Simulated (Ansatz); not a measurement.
Mulliken charges of `[Cl][Ge]([Cl])([Cl])[I]` from B3LYP/def2-TZVPP in Ansatz (PBE0-D4/def2-TZVP geometry).

```json
{"atom": "Cl1", "x (Å)": "-1.404", "y (Å)": "-0.647", "z (Å)": "1.471", "charge (e)": "-0.229"}
{"atom": "Ge2", "x (Å)": "0.012", "y (Å)": "-0.061", "z (Å)": "-0.001", "charge (e)": "0.813"}
{"atom": "Cl3", "x (Å)": "1.948", "y (Å)": "-0.613", "z (Å)": "0.678", "charge (e)": "-0.229"}
{"atom": "Cl4", "x (Å)": "-0.400", "y (Å)": "-1.132", "z (Å)": "-1.789", "charge (e)": "-0.229"}
{"atom": "I5", "x (Å)": "-0.107", "y (Å)": "2.380", "z (Å)": "-0.400", "charge (e)": "-0.125"}
```

By hand: the dipole of these point charges (1 e Å = 4.8032 D).

Σ q r = (-0.010, 0.201, -0.033) e Å, of length 0.204 e Å = 0.98 D.

How does the dipole of the full density compare? (Best estimate.)

The calculation gave: (-0.010, 0.212, -0.035) e Å, 1.03 D; the point charges give 0.95 times that, at 0° from its direction.

Point charges leave out the atoms' own dipoles, such as those of lone pairs, and Mulliken's split depends on the basis, so the close match here is no proof of good charges.

B3LYP here is the variant with VWN-RPA as its local correlation; programs differ in this.
